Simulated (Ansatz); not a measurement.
One change: `C[C](=N)[GeH2][OH]` becomes `C[C](=N)[GeH3]`.

Ansatz, PBE0-D4/def2-TZVP geometries, multiplicity 1. Each molecule was computed in one conformer, which needn't be the lowest.

Scalar relativity is left out up to krypton.

```csv
property,`C[C](=N)[GeH2][OH]`
HOMO–LUMO gap (PBE/def2-TZVPP) / eV,4.16
size of the dipole moment (ωB97M-V/def2-TZVPP) / D,2.91
HOMO energy (ωB97M-V/def2-TZVPP) / eV,-9.30
LUMO energy (PBE0/def2-TZVPP) / eV,-0.45
LUMO energy (B3LYP/def2-TZVPP) / eV,-0.70
LUMO energy (ωB97M-V/def2-TZVPP) / eV,1.62
```

(1) Give the same properties after the change, and the shifts. (An estimate is asked.)

## Answers

(1) Computed: 
```tsv
property	`C[C](=N)[GeH3]`	shift
HOMO–LUMO gap (PBE/def2-TZVPP) / eV	4.16	0.00
size of the dipole moment (ωB97M-V/def2-TZVPP) / D	1.65	-1.26
HOMO energy (ωB97M-V/def2-TZVPP) / eV	-9.35	-0.05
LUMO energy (PBE0/def2-TZVPP) / eV	-0.50	-0.05
LUMO energy (B3LYP/def2-TZVPP) / eV	-0.75	-0.05
LUMO energy (ωB97M-V/def2-TZVPP) / eV	1.70	0.08
```

Dipoles are sizes alone; their direction can turn.

B3LYP here is the variant with VWN-RPA as its local correlation; programs differ in this.
